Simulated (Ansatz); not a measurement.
`C=N[SiH](C)F` + CH₃NH₂ → `CN[SiH](C)F` + `C=N` at 600 K and 1 bar (ligand exchange at the Si–N bond).

Computed with Ansatz on PBE0-D4/def2-TZVP structures; ΔE is electronic, products minus reactants. CCSD(T)/CBS is the MP2 limit (def2-TZVPP, def2-QZVPP) plus CCSD(T) − MP2 in def2-TZVPP, frozen cores. This one scheme is used for every species. Each species was taken in one conformer, which may not be the lowest.

```csv
species,CCSD(T)/CBS energy (Eh),H − E (kJ/mol),S (J/(mol·K))
`C=N[SiH](C)F`,-523.36588,270.4,433.6
CH₃NH₂,-95.75281,199.3,283.8
`CN[SiH](C)F`,-524.60225,340.2,460.6
`C=N`,-94.52360,129.6,259.4
```

H − E and S are ideal-gas, rigid-rotor, harmonic terms from PBE0-D4/def2-TZVP, for one conformer and one mirror image of each species. 1 Eh = 2625.50 kJ/mol, R = 8.31446 J/(mol·K).

By hand: ΔE, ΔH, ΔS and ΔG.

ΔE = (-524.60225) + (-94.52360) − (-523.36588) − (-95.75281) = -0.00716 Eh = -18.8 kJ/mol. Δ(H − E) = 340.2 + 129.6 − 270.4 − 199.3 = 0.1, so ΔH = -18.7 kJ/mol. ΔS = 460.6 + 259.4 − 433.6 − 283.8 = 2.6 J/(mol·K). ΔG = -18.7 − 600 × (2.6)/1000 = -20.3 kJ/mol.

By hand: the equilibrium constant, and the temperature at which ΔG would vanish if ΔH and ΔS stayed fixed.

log₁₀ K = −ΔG/(RT ln 10) = 1.8. ΔH and −TΔS have one sign here, so there is no such temperature. One of them is within its doubt of zero, so this could turn.

The number of gas molecules stays the same, so ΔS is small and ΔH decides. A doubt of 5 kJ/mol in ΔE shifts log₁₀ K by 0.4 here. Other conformers and mirror images would add mixing entropy, several J/(mol·K) or more a flexible species. These are equilibria of isolated gas molecules and say nothing of rates. Largest T1 diagnostic: 0.012 (customary marks: 0.02 for closed shells, 0.045 for open ones).
